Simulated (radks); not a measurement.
Spherical jellium clusters: N electrons in a uniform positive sphere of charge N and radius rs N^(1/3), rs = 3.1 bohr. Calculated with a radial shooting solver with Libxc functionals: non-relativistic Kohn-Sham, LDA (Slater exchange, Perdew-Wang correlation), spin-polarised, spherical densities. Levels are named by radial order and angular momentum (1s, 1p, 1d, 2s, ...), and open shells are averaged over m.

N = 29, configuration 1s2 1p6 1d10 2s2 1f(up 7, down 2). This is the lowest configuration that the search found. Occupied and some empty levels:

| level | occupation | eigenvalue (eV) | <r> (bohr) |
|---|---|---|---|
| 1s up | 1 | -7.3824 | 5.604 |
| 1s down | 1 | -7.1882 | 5.375 |
| 1p up | 3 | -6.2624 | 6.778 |
| 1p down | 3 | -5.9731 | 6.669 |
| 1d up | 5 | -4.9070 | 7.577 |
| 1d down | 5 | -4.5741 | 7.550 |
| 2s up | 1 | -4.4002 | 6.279 |
| 2s down | 1 | -4.2160 | 6.421 |
| 1f up | 7 | -3.3498 | 8.264 |
| 1f down | 2 | -3.0067 | 8.302 |
| 2p up | 0 | -2.6113 | 7.592 |
| 2p down | 0 | -2.4389 | 7.685 |
| 1g up | 0 | -1.6461 | 8.993 |
| 1g down | 0 | -1.3210 | 9.115 |
| 2d up | 0 | -1.0177 | 9.718 |
| 2d down | 0 | -0.86262 | 9.975 |

Energy (eV): total -47.8988, kinetic 81.670, external -2831.7, Hartree 1392.6, exchange-correlation -132.14, background 1441.7.
